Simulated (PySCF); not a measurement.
Compound: CH₄O₃Si.
Cartesian coordinates in Å at the PBE0-D3(BJ)/def2-SVP level; atoms count from 1:
```xyz
9
CH4O3Si angstrom
O      1.9287    0.5371   -0.7392
C      1.2280   -0.4359   -0.5626
Si    -0.3668   -0.1524    0.4745
O     -1.6021   -0.4013   -0.6004
O     -0.1729    1.4087    0.9724
H      1.5189   -1.4190   -1.0198
H     -0.5254   -1.0327    1.6625
H     -2.5058   -0.3425   -0.2768
H      0.5563    1.8217    0.4837
```

Level of theory: PBE0-D3(BJ)/def2-SVP geometry optimisation, gas phase in PySCF.

Masses are those of the commonest isotopes; rigid-rotor values at the optimised geometry. The values belong to one conformer with, in the numbering `[O:1]=[CH:2][SiH:3]([OH:4])[OH:5]`, O1–C2–Si3–O4 114°, C2–Si3–O4–H 178°, C2–Si3–O5–H 12°.

Q: What are A, B and C (GHz)?

A: Ia = 82.02, Ib = 156.16, Ic = 205.47 u·Å²; 505379 MHz·u·Å²/I gives 6162, 3236 and 2460 MHz, that is A = 6.1619, B = 3.2363, C = 2.4596 GHz.

Q: Classify the top.

A: An asymmetric top: κ = (2 × 3236 − 6162 − 2460)/(6162 − 2460) = -0.58.

Q: What does the inertial defect say?

A: Not planar: Δ = Ic − Ia − Ib = -32.70 u·Å². For a rigid frame Δ = −2 Σ m c², so Σ m c² = 16.35 u·Å² lies off the ab plane: 4.37 from hydrogen and 11.98 from heavier atoms. The atom farthest from that plane is 1.80 Å away.

Q: Where do the levels up to J = 2 lie, in K?

A: Above 0(0,0), as E/k:
J = 1: 1(0,1) 0.273, 1(1,1) 0.414, 1(1,0) 0.451
J = 2: 2(0,2) 0.814, 2(1,2) 0.923, 2(1,1) 1.035, 2(2,1) 1.456, 2(2,0) 1.463
Those of J = 1 are B + C, A + C and A + B.

Q: Which lines would a microwave search look for?

A: The dipole components are |μa| = 1.59 D, |μb| = 0.98 D, |μc| = 0.89 D. The squared components, which scale the intensities, stand as 1.00 : 0.38 : 0.31 (a : b : c). Some of the stronger lines:

```
type  branch         J(Ka,Kc)    MHz  lower level (cm⁻¹)
   a       Q  3(2,1) ← 3(2,2)    651               1.582
   a       Q  2(1,1) ← 2(1,2)   2330               0.642
   b       Q  2(1,1) ← 2(0,2)   4614               0.565
   a       Q  3(1,2) ← 3(1,3)   4645               1.170
   a       R  1(0,1) ← 0(0,0)   5696               0.000
   b       Q  3(2,1) ← 3(1,2)   8356               1.325
   c       Q  2(2,1) ← 2(1,1)   8777               0.719
   b       Q  2(2,0) ← 2(1,1)   8912               0.719
   b       R  3(1,2) ← 2(2,1)   9383               1.012
   a       R  2(1,2) ← 1(1,1)  10615               0.288
   b       Q  2(2,1) ← 2(1,2)  11107               0.642
   a       R  2(0,2) ← 1(0,1)  11257               0.190
   a       R  2(1,1) ← 1(1,0)  12169               0.313
   b       Q  3(2,2) ← 3(1,3)  12350               1.170
   b       R  2(1,2) ← 1(0,1)  13541               0.190
   a       R  3(1,3) ← 2(1,2)  15845               0.642
   a       R  3(0,3) ← 2(0,2)  16572               0.565
   a       R  3(1,2) ← 2(1,1)  18160               0.719
   c       R  2(2,0) ← 1(1,0)  21081               0.313
   b       R  2(2,0) ← 1(1,1)  21857               0.288
   c       R  3(1,2) ← 2(0,2)  22774               0.565
   c       R  3(2,1) ← 2(1,1)  26515               0.719
   b       R  3(2,1) ← 2(1,2)  28845               0.642
```

Q: Estimate the classical rotational partition function at 10 K, 100 K and 200 K.

A: Point group C1, symmetry number σ = 1; q = (√π/σ)·√((kT/h)³/(ABC)), k/h = 20836.6 MHz/K: 761 at 10 K, 24100 at 100 K, 68100 at 200 K.

Stationary, but not proved a minimum. Constants of a rigid frame at the computed geometry: no zero-point averaging, no centrifugal distortion.
